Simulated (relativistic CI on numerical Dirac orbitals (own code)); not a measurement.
## As XV: computed level list

These numbers are calculated, not measured: Dirac-Coulomb-Breit CI, KLI orbitals optimised for each configuration, model QED, unscaled Slater integrals (own radial code, finite nucleus).

CI space (outside the closed core [Ne]): 3s²3p⁶3d, 3s²3p⁵3d², 3s3p⁶3d², 3s²3p⁶4s, 3s²3p⁶4p, 3s²3p⁶4d, 3s²3p⁶4f, 3s²3p⁵3d4s, 3s²3p⁵3d4p, 3s²3p⁶5s, 3s²3p⁶5p, 3p⁶3d³, 3p⁵3d⁴. Double excitations out of closed p, d and f shells are left out; levels of such configurations are missing from the list, as are those of other unlisted configurations, and high levels can miss mixing partners. These lack a partner that the ground configuration has and come out too high: 3s²3p⁵3d4s, 3s²3p⁵3d4p.

The lowest level is 3s²3p⁶3d ²D3/2, with 100 % of that term; Hund's rules for 3s²3p⁶3d give ²D with J = 3/2, in agreement.

| No. | Configuration | Term | J | E (cm⁻¹) | % | Next component (%) | Lifetime (s) | jj configuration (%) |
| --- | --- | --- | --- | --- | --- | --- | --- | --- |
| 1 | 3s²3p⁶3d | ²D | 3/2 | 0 | 100 |  |  | 3d3/2 (100) |
| 2 | 3s²3p⁶3d | ²D | 5/2 | 9212 | 100 |  | 1.19e-01 | 3d5/2 (100) |
| 3 | 3s²3p⁵3d² | ⁴D° | 1/2 | 611555 | 99 | 1 ²P° | 3.44e-07 | 3p3/2^3 3d3/2^2 (61) |
| 4 | 3s²3p⁵3d² | ⁴D° | 3/2 | 614955 | 95 | 3 ⁴F° | 6.89e-08 | 3p3/2^3 3d3/2^2 (45) |
| 5 | 3s²3p⁵3d² | ⁴D° | 5/2 | 620721 | 91 | 6 ⁴F° | 4.64e-08 | 3p3/2^3 3d3/2 3d5/2 (69) |
| 6 | 3s²3p⁵3d² | ⁴D° | 7/2 | 629132 | 90 | 7 ⁴F° | 6.62e-08 | 3p3/2^3 3d3/2 3d5/2 (47) |
| 7 | 3s²3p⁵3d² | ⁴G° | 11/2 | 649774 | 100 |  | 2.02e+02 | 3p3/2^3 3d5/2^2 (74) |
| 8 | 3s²3p⁵3d² | ⁴G° | 9/2 | 650575 | 84 | 12 ⁴F° | 6.15e-02 | 3p3/2^3 3d3/2 3d5/2 (90) |
| 9 | 3s²3p⁵3d² | ⁴G° | 7/2 | 654108 | 71 | 16 ⁴F° | 9.59e-08 | 3p3/2^3 3d3/2^2 (54) |
| 10 | 3s²3p⁵3d² | ⁴G° | 5/2 | 656577 | 30 | 25 ⁴P° | 6.81e-09 | 3p3/2^3 3d3/2^2 (67) |
| 11 | 3s²3p⁵3d² | ⁴P° | 5/2 | 660569 | 68 | 15 ⁴G° | 5.70e-07 | 3p3/2^3 3d3/2 3d5/2 (72) |
| 12 | 3s²3p⁵3d² | ⁴P° | 3/2 | 667670 | 83 | 8 ²P° | 4.23e-08 | 3p3/2^3 3d3/2 3d5/2 (43) |
| 13 | 3s²3p⁵3d² | ⁴F° | 3/2 | 670842 | 53 | 35 ²D° | 8.21e-10 | 3p3/2^3 3d3/2^2 (53) |
| 14 | 3s²3p⁵3d² | ⁴P° | 1/2 | 676540 | 89 | 6 ²P° | 1.74e-07 | 3p3/2^3 3d3/2 3d5/2 (62) |
| 15 | 3s²3p⁵3d² | ²D° | 5/2 | 679940 | 64 | 15 ⁴G° | 1.51e-09 | 3p3/2^3 3d5/2^2 (62) |
| 16 | 3s²3p⁵3d² | ⁴F° | 9/2 | 681366 | 78 | 16 ²G° | 1.99e-03 | 3p3/2^3 3d5/2^2 (70) |
| 17 | 3s²3p⁵3d² | ⁴F° | 7/2 | 682794 | 46 | 29 ²G° | 3.78e-08 | 3p3/2^3 3d3/2 3d5/2 (76) |
| 18 | 3s²3p⁵3d² | ²F° | 5/2 | 691462 | 59 | 20 ⁴F° | 3.42e-10 | 3p3/2^3 3d3/2 3d5/2 (43) |
| 19 | 3s²3p⁵3d² | ⁴F° | 3/2 | 693698 | 37 | 30 ²P° | 1.61e-09 | 3p3/2^3 3d3/2 3d5/2 (47) |
| 20 | 3s²3p⁵3d² | ⁴F° | 5/2 | 697226 | 38 | 30 ⁴G° | 5.03e-09 | 3p1/2 3p3/2^4 3d3/2 3d5/2 (41) |
| 21 | 3s²3p⁵3d² | ²F° | 7/2 | 699634 | 60 | 17 ⁴F° | 8.29e-10 | 3p3/2^3 3d3/2 3d5/2 (51) |
| 22 | 3s²3p⁵3d² | ²P° | 1/2 | 703689 | 93 | 6 ⁴P° | 8.41e-10 | 3p3/2^3 3d5/2^2 (74) |
| 23 | 3s²3p⁵3d² | ²H° | 11/2 | 706028 | 100 |  | 2.54e-02 | 3p3/2^3 3d3/2 3d5/2 (74) |
| 24 | 3s²3p⁵3d² | ²F° | 7/2 | 707856 | 89 | 4 ⁴D° | 1.59e-10 | 3p3/2^3 3d3/2 3d5/2 (32) |
| 25 | 3s²3p⁵3d² | ²G° | 7/2 | 726643 | 61 | 15 ⁴G° | 5.35e-08 | 3p1/2 3p3/2^4 3d3/2 3d5/2 (72) |
| 26 | 3s²3p⁵3d² | ²P° | 3/2 | 730080 | 49 | 37 ²D° | 5.37e-09 | 3p1/2 3p3/2^4 3d5/2^2 (47) |
| 27 | 3s²3p⁵3d² | ²H° | 9/2 | 731475 | 65 | 32 ²G° | 2.16e-03 | 3p3/2^3 3d3/2 3d5/2 (52) |
| 28 | 3s²3p⁵3d² | ⁴D° | 5/2 | 737851 | 80 | 14 ²D° | 6.83e-10 | 3p3/2^3 3d3/2 3d5/2 (61) |
| 29 | 3s²3p⁵3d² | ⁴D° | 7/2 | 740421 | 83 | 10 ²F° | 3.68e-09 | 3p3/2^3 3d5/2^2 (46) |
| 30 | 3s²3p⁵3d² | ⁴D° | 3/2 | 742786 | 65 | 28 ²D° | 5.86e-10 | 3p3/2^3 3d3/2 3d5/2 (27) |

Energies count from the lowest computed level; ° marks odd parity; lifetimes are radiative, by E1, M1, E2, M2, E3 decay to levels of this space only. Filled j subshells are mostly left out of the jj labels.

The mean weight of the leading LS term, summed over parents, in these 30 levels is 74 %, and that of the leading jj configuration (from the same eigenvectors) 61 %, so LS coupling describes them better.

At this charge energies of transitions that change n are usually good to better than 1 %, and those within a shell (Δn = 0) to a few per cent.

LS names give the leading component of a level, which can be under half, so a name can repeat, a term be missing and a line seem to break the LS rules.
